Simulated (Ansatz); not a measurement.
## Relaxing a trial structure of FGeHSi2

The starting geometry of this gas-phase singlet was optimised with GFN2-xTB.

```xyz
5

F    -1.9498   -3.1657    1.5267
Ge   -3.1510   -0.7794   -0.4531
Si   -2.2842   -2.8106   -0.0317
Si   -3.0661   -1.6639   -2.5958
H    -1.8313   -4.1059   -0.5749
```

**Question.** Predict what becomes of its bonds when it is optimised with r2SCAN-D4/def2-SVP.

**Answer.** A new bond forms, giving a structure given below by its coordinates. Contacts that close: Si3–Si4 (2.92 → 2.51 Å).

The energy falls by 0.20 eV over 7 steps:

```csv
step,E − E(last) (eV)
1,0.205
2,0.057
3,0.004
4,0.000
5,0.000
6,0.000
7,0.000
```

Final geometry (Å):

```yaml
atoms:
  - { symbol: F, position_ang: [-1.9567, -3.1593, 1.4849] }
  - { symbol: Ge, position_ang: [-3.1872, -0.6870, -0.4415] }
  - { symbol: Si, position_ang: [-2.3111, -2.7510, -0.0514] }
  - { symbol: Si, position_ang: [-2.9282, -1.9265, -2.3454] }
  - { symbol: H, position_ang: [-1.8991, -4.0015, -0.7753] }
```

Frequencies at the end are all real (lowest 56 cm⁻¹). Run with Ansatz 0.2.0, 12 s on 2 threads of Intel(R) Xeon(R) Platinum 8375C CPU @ 2.90GHz (Ice Lake) (shared host).
